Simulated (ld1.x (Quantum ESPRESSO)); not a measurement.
# Logarithmic derivatives: copper (Cu), ultrasoft

- Element: Cu
- Generator: ld1.x (Quantum ESPRESSO) 7.5
- Type: ultrasoft
- Functional: LDA (PZ)
- Relativity: scalar-relativistic
- Frozen core: [Ne] 3s2
- Valence charge: 17
- Reference configuration: 3p6 3d10 4s1 4p0
- Partial waves: 4s (bound): rcut 1.60, rcutus 1.90 bohr; 4s channel at 0.1 Ry: rcut 1.60, rcutus 1.90 bohr; 3p (bound): rcut 1.15, rcutus 1.45 bohr; 4p (bound, empty): rcut 1.15, rcutus 1.45 bohr; 3d (bound): rcut 0.65, rcutus 0.80 bohr; 3d channel at 1.7 Ry: rcut 0.65, rcutus 0.80 bohr
- Local potential: all-electron potential smoothed inside 1.70 bohr (lloc = -1)
- Core correction: none
- Augmentation charge: built from norm-conserving waves at rcut, not smoothed further

The phase is arctan(r·u′/u) with u = r·R(r), unwrapped; energies in Ry, scanned from -7 to 5 Ry. A pole is an energy at which the radial function vanishes at the test radius. The pseudo phase is shifted by a multiple of π to meet the all-electron one at the reference energy, and phase errors are pseudo minus all-electron; the curves can meet again beyond the range given. Levels narrower than the energy grid can be missing from the lists of poles.

```
channel  radius (bohr)  reference energy (Ry)  poles, all-electron  poles, pseudo  unbroken range about the reference energy with phases within 0.05 rad  phase error 1 Ry above the reference energy (rad)
      s           2.04                  -0.36                 3.67     3.65, 4.72                                                              below 4.4                                             +0.000
      p           2.04                  -0.06                -5.25    -5.24, 4.09                                       not even at the reference energy                                             +0.823
      d           2.04                  -0.39                -0.10          -0.10                                                        the whole range                                             +0.000
```

A Bessel basis up to 400 Ry misses an occupied level by 0.93 Ry, so cutoffs and ghosts were not judged.

Phases in the p channel:

```
E (Ry)  all-electron  pseudo
 -7.00         1.370   1.373
 -6.74         1.364   1.367
 -6.48         1.357   1.360
 -6.22         1.347   1.351
 -5.96         1.333   1.337
 -5.70         1.305   1.310
 -5.44         1.158   1.167
 -5.18        -1.662  -1.659
 -4.92        -1.748  -1.743
 -4.66        -1.773  -1.767
 -4.40        -1.788  -1.781
 -4.14        -1.801  -1.792
 -3.88        -1.812  -1.802
 -3.62        -1.823  -1.812
 -3.36        -1.835  -1.822
 -3.10        -1.848  -1.832
 -2.84        -1.861  -1.842
 -2.58        -1.876  -1.854
 -2.32        -1.893  -1.867
 -2.06        -1.913  -1.881
 -1.80        -1.935  -1.896
 -1.54        -1.962  -1.913
 -1.28        -1.993  -1.933
 -1.02        -2.032  -1.956
 -0.76        -2.080  -1.982
 -0.50        -2.141  -2.013
 -0.24        -2.222  -2.049
  0.02        -2.332  -2.094
  0.28        -2.486  -2.149
  0.54        -2.704  -2.219
  0.80        -3.003  -2.309
  1.06        -3.356  -2.429
  1.32        -3.691  -2.592
  1.58        -3.951  -2.811
  1.84        -4.137  -3.090
  2.10        -4.268  -3.406
  2.36        -4.364  -3.706
  2.62        -4.435  -3.953
  2.88        -4.490  -4.144
  3.14        -4.535  -4.292
  3.40        -4.571  -4.412
  3.66        -4.601  -4.519
  3.92        -4.628  -4.628
  4.18        -4.650  -4.766
  4.44        -4.670  -5.000
  4.70        -4.689  -5.601
  4.96        -4.706  -6.715
```
